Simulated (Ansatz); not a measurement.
Species: C3H9Ga, SMILES `[CH3][Ga]([CH3])[CH3]` (charge 0, multiplicity 1), formula C3H9Ga.

How many basis functions does frozen-core CCSD(T)/cc-pVTZ // M06-2X/def2-TZVP in Ansatz (an electronic-structure program) use, how many core orbitals are frozen, and how many electrons are correlated?

259 basis functions and 12 frozen orbitals, which leaves 34 correlated electrons (filled d shells below the valence shell are correlated). Core time is of the order of minutes.
